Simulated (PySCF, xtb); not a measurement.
CH8ClNSi3, SMILES N[Si@@]1(Cl)C[SiH2][SiH2]1. One conformer was computed; it need not be the lowest.

Harmonic wavenumbers (cm⁻¹) from GFN2-xTB in xtb at its own minimum, in rising order: 42, 90, 146, 159, 164, 191, 286, 306, 360, 386, 410, 438, 478, 505, 517, 547, 620, 645, 688, 707, 800, 811, 821, 880, 972, 1116, 1471, 1517, 2168, 2183, 2190, 2201, 2986, 3000, 3449, 3493.

**Question.** What does PBE0-D3(BJ)/def2-SVP run with PySCF give at its own minimum? (Estimate from the structure and the level; the computed values follow.)

**Answer.** 66, 107, 167, 189, 216, 285, 299, 343, 398, 439, 442, 453, 541, 554, 616, 637, 672, 675, 721, 762, 856, 874, 905, 924, 953, 996, 1363, 1542, 2215, 2221, 2232, 2239, 3083, 3160, 3593, 3695. Paired by order, the mean absolute difference is 61 cm⁻¹ and the zero-point energies are 54.0 and 56.4 kcal/mol.
